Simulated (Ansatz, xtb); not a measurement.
**Relative energy of two isomers of C5H3NO2**

Structure a: `N#Cc1ccc(O)o1`, a singlet. Structure b: `N#Cc1coc(O)c1`, a singlet. Both are isolated molecules in the gas phase, relaxed with r2SCAN-D4/def2-SVP; the shapes shown needn't be the lowest conformers.

a (Å):

```xyz
11

C    -1.3949   -0.1464    0.8663
C    -0.5917    0.9114    0.4052
C    -0.8721    2.1210   -0.1924
C     0.3696    2.7709   -0.4318
C     1.3275    1.9030    0.0415
N    -2.0776   -1.0162    1.2441
O     2.6485    2.0041    0.0705
O     0.7834    0.7851    0.5467
H    -1.8685    2.4902   -0.4283
H     0.5496    3.7410   -0.8874
H     3.0168    1.2042    0.4765
```

b (Å):

```xyz
11

C    -0.1060   -0.7653    0.4429
C    -0.0305    0.6507    0.4081
C    -0.5830    1.5183    1.3198
C     0.4241    2.7510   -0.1780
C     0.6372    1.4612   -0.5854
N    -0.1620   -1.9297    0.4621
O    -0.3021    2.7970    0.9566
O     0.7639    3.9532   -0.6374
H    -1.1683    1.3830    2.2243
H     1.2789    3.8416   -1.4477
H     1.1842    1.1139   -1.4583
```

Energies in hartree; the thermal terms are from GFN2-xTB frequencies at re-optimised GFN2-xTB minima (ideal gas, soft modes damped towards free rotors, one conformer each, 298.15 K, 1 atm) and include the zero-point energy:

```
                              a           b
E, CCSD(T)/def2-SVP  −396.135622  −396.136052
    E, MP2/def2-SVP  −396.065130  −396.065948
  E, MP2/def2-TZVPP  −396.791692  −396.792341
  zero-point energy     0.070726     0.070621
       H(298 K) − E     0.078299     0.078291
       G(298 K) − E     0.039879     0.039707
```

Question: Correct the CCSD(T) difference for the basis set by the MP2 change, then work out ΔE, ΔE₀, ΔH and ΔG for a → b in kJ/mol (1 Eh = 2625.50 kJ/mol) and the equilibrium ratio [b]/[a].

Answer: 1. Differences b − a: CCSD(T) −0.000430, MP2 in the small set −0.000818, MP2 in the large set −0.000649 Eh.
2. ΔE = −0.000430 + (−0.000649 − (−0.000818)) = −0.000261 Eh = −0.69 kJ/mol.
3. ΔE₀ = ΔE + ΔZPE = −0.000261 + (−0.000105) Eh = −0.96 kJ/mol.
4. ΔH = ΔE + (−0.000008) Eh = −0.71 kJ/mol.
5. ΔG = ΔE + (−0.000172) Eh = −1.14 kJ/mol, so ΔS = (ΔH − ΔG)/T = +1.4 J/(mol K).
6. kT = 0.9442 mEh, so K = [b]/[a] = exp(−ΔG/kT) = exp(+0.46) ≈ 1.6.

The two are too close for this level to say which is favoured. An error of 4 kJ/mol in ΔG would change K by a factor of 5. Mirror images and further conformers aren't counted.

As drawn, both hold the same kinds of bond in the same numbers.

Other levels gave ΔE = +12.3 (GFN2-xTB); +4.9 (HF/STO-3G, GFN2-xTB geometries); +8.9 (r2SCAN-D4/def2-SVP//GFN2-xTB); +7.4 (r2SCAN-D4/def2-SVP); −0.3 (HF/def2-SVP); −2.1 (MP2/def2-SVP); −1.1 (CCSD(T)/def2-SVP) kJ/mol. The correlated steps freeze 8 core orbitals. Programs: Ansatz 0.2.0, xtb 6.7.1.
